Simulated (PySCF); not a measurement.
Stepwise substitution at one centre (In H-CH3). All species are isolated molecules in the gas phase. Strings in code marks are SMILES.

Quantity: redistribution energy (mixed species minus the weighted end members), in kcal/mol.

Case: 2 of 3 H replaced by CH3: `[InH]([CH3])[CH3]`. The other species in the difference include `[InH3]` (neutral, multiplicity 1). Geometry of `[CH3][InH][CH3]` (neutral, multiplicity 1, Å):

```xyz
10

C     -1.8775    -0.2322    -0.0611
In     0.0136     0.7293     0.3361
C      1.8604    -0.2661    -0.1722
H     -2.6801     0.4952    -0.1864
H     -2.1354    -0.8772     0.7835
H     -1.8165    -0.8592    -0.9520
H      0.0582     2.3030     1.0682
H      2.2677     0.1726    -1.0872
H      1.7053    -1.3317    -0.3442
H      2.6042    -0.1338     0.6153
```

Q: Give the redistribution energy (mixed species minus the weighted end members) at the level PBE-D3(BJ)/def2-TZVP // PBE0-D4/def2-TZVP (PySCF).

A: -0.11 kcal/mol.
